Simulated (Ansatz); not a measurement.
Cl$_{2}$FH$_{5}$N$_{2}$Si$_{2}$, SMILES `N[SiH](F)[Si](N)(Cl)Cl`, relaxed with RKS PBE0-D4/def2-TZVP in the Gaussian-basis code of Ansatz from a GFN2-xTB geometry. The force threshold is 0.005 eV/Å; the program also tests the step.

Charge 0, multiplicity 1.

Start:

```xyz
12

N     1.339    0.977    1.310
Si   -0.335    0.722    1.048
F    -0.790    2.097    0.332
Si   -0.526   -0.998   -0.467
N    -0.235   -0.674   -2.135
Cl   -2.395   -1.791   -0.459
Cl    0.798   -2.482   -0.025
H     1.663    1.842    1.713
H     1.935    0.213    1.583
H    -1.215    0.702    2.218
H     0.692   -0.421   -2.440
H    -0.930   -0.186   -2.677
```

(1) By how much does the energy fall, and how many steps does the optimiser take? (Best estimate.)

(2) Which bonds change most? (An estimate is asked.)

(3) Give the relaxed structure. (Estimate.)

Results:

(1) The calculation gave: 0.30 eV, in 45 steps, 5 of them rejected.

(2) Computed: Si4–Cl7 from 2.037 to 2.079 Å; Si2–Si4 from 2.301 to 2.336 Å; Si4–N5 from 1.724 to 1.693 Å; N1–Si2 from 1.713 to 1.690 Å.

(3) Computed: 
```xyz
12

N     0.984    0.707    1.965
Si   -0.170    0.973    0.759
F     0.174    2.170   -0.265
Si   -0.242   -0.937   -0.583
N    -0.797   -0.558   -2.137
Cl   -1.475   -2.393    0.169
Cl    1.669   -1.755   -0.536
H     1.024    1.233    2.821
H     1.825    0.181    1.790
H    -1.449    1.356    1.402
H    -1.055   -1.269   -2.803
H    -0.489    0.292   -2.582
```
